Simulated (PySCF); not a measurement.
Vanadium: a sound run and one with changed settings

Sound run: V [Ar] 3d3 4s2, V⁺ [Ar] 3d4. All numbers are calculated (PySCF 2.14, the non-relativistic Hamiltonian (point nucleus), in def2-SVP (5s3p2d1f, 31 functions)). In the sound run the correlated levels freeze [Ar]. The sound run starts from symmetry-adapted Hartree-Fock orbitals and uses a fine grid where one is needed.

A second run was set up differently.

```tsv
species	method	sound run (hartree)	changed run (hartree)	converged
V	UHF	-942.75223	-933.02461	yes
V	PBE0	-943.55419	-933.72846	yes
V	TPSS	-943.78049	-933.91946	yes
V	MP2	-942.78982	-933.04716	yes
V⁺	UHF	-942.53004	-932.74344	yes
V⁺	PBE0	-943.32617	-933.40473	yes
V⁺	TPSS	-943.55262	-933.59363	yes
V⁺	MP2	-942.56063	-932.74384	yes
```

Ionisation energy of V:

| method | sound run (eV) | changed run (eV) |
| --- | --- | --- |
| UHF | 6.046 | 7.651 |
| PBE0 | 6.205 | 8.809 |
| TPSS | 6.201 | 8.866 |
| MP2 | 6.236 | 8.254 |
| SCS-MP2 | 6.646 | 8.381 |

Q: What was changed?
A. minimal basis
B. too few SCF iterations
C. level shift left on
D. radial grid too coarse

A: A. It used basis STO-3G. A minimal basis cannot let orbitals breathe on ionisation and holds almost no correlation.
